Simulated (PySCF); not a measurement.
# Frontier orbitals and the lowest excitations

Species: C₆H₁₁BSe.
Atom-mapped SMILES: `[CH3:1][B:2]([CH3:3])[C:4]1=[CH:5][CH2:6][CH2:7][Se:8]1` (hydrogens: H9, H10, H11 on C1; H12, H13, H14 on C3; H15 on C5; H16, H17 on C6; H18, H19 on C7)

Geometry (PBE0-D3(BJ)/def2-SVP, Å), atoms numbered from 1 in this order:
```xyz
19
C6H11BSe angstrom
C     -1.564    1.554   -1.067
B     -1.132    0.219   -0.357
C     -2.219   -0.812    0.123
C      0.370   -0.106   -0.094
C      1.430    0.533   -0.632
C      2.797   -0.030   -0.388
C      2.748   -0.893    0.870
Se     0.919   -1.602    0.977
H     -2.260    2.098   -0.405
H     -2.159    1.312   -1.967
H     -0.756    2.241   -1.354
H     -1.970   -1.836   -0.206
H     -3.249   -0.579   -0.180
H     -2.186   -0.853    1.229
H      1.296    1.395   -1.293
H      3.562    0.759   -0.301
H      3.081   -0.640   -1.268
H      3.464   -1.725    0.853
H      2.926   -0.292    1.775
```

Method used: TDDFT PBE0/def2-SVPD, vertical, gas phase, core orbitals frozen in the response in PySCF. Relativistic effects, spin–orbit coupling among them, are left out although an element past zinc is present.

Frontier orbitals with the atoms that hold most of them (Löwdin shares over 4%, at most four atoms; ? is withheld):

| orbital | ε (eV) | atoms |
| --- | --- | --- |
| LUMO+2 | 0.39 | B2 31%, Se8 14%, C1 6%, C5 6% |
| LUMO+1 | 0.08 | Se8 58%, C7 12%, C4 8%, H18 4% |
| LUMO | -1.39 | B2 26%, C5 24%, C4 18%, C3 6% |
| HOMO | -5.75 | ? |
| HOMO-1 | -8.26 | ? |
| HOMO-2 | -8.52 | C4 29%, Se8 17%, C5 13%, B2 11% |
| HOMO-3 | -8.85 | C3 29%, B2 23%, C1 10%, C4 8% |

Give the leading atoms of the HOMO-1.

Se8 (bonded to 2 C) 32%; C4 (bonded to B, C and Se) 18%; C5 (bonded to 2 C and H) 10%; B2 (bonded to 3 C) 9%. By element: selenium 32%, carbon 27% or more, boron 9%.

Which atoms hold the HOMO, and with what shares?

Se8 (bonded to 2 C) 57%; C4 (bonded to B, C and Se) 13%; C5 (bonded to 2 C and H) 13%; C7 (bonded to C, Se and 2 H) 7%. By element: selenium 57%, carbon 32% or more.

The HOMO–LUMO gap is 4.37 eV. Where does the response calculation put the lowest singlet, and from which orbitals?

S1 is at 3.48 eV (f = 0.033), 0.89 eV below the gap, made of HOMO→LUMO (98%). Without the coupling terms of the response equations the lowest excitation would equal the gap.

One configuration dominates each of S1, S2 and S4. Which, and how do the shares of the two leading atoms of either orbital change from the occupied to the empty one?

- S1 (3.48 eV, f 0.033), HOMO→LUMO (98%): Se8 57% → at most 7%, C4 13% → 18%, B2 at most 8% → 26%, C5 13% → 24%
- S2 (4.35 eV, f 0.0016), HOMO→LUMO+1 (95%): Se8 57% → 58%, C4 13% → 8%, C7 7% → 12%
- S4 (5.41 eV, f 0.0044), HOMO-1→LUMO (71%): Se8 32% → at most 7%, C4 18% → 18%, B2 9% → 26%, C5 10% → 24%

One conformer stands for the species.
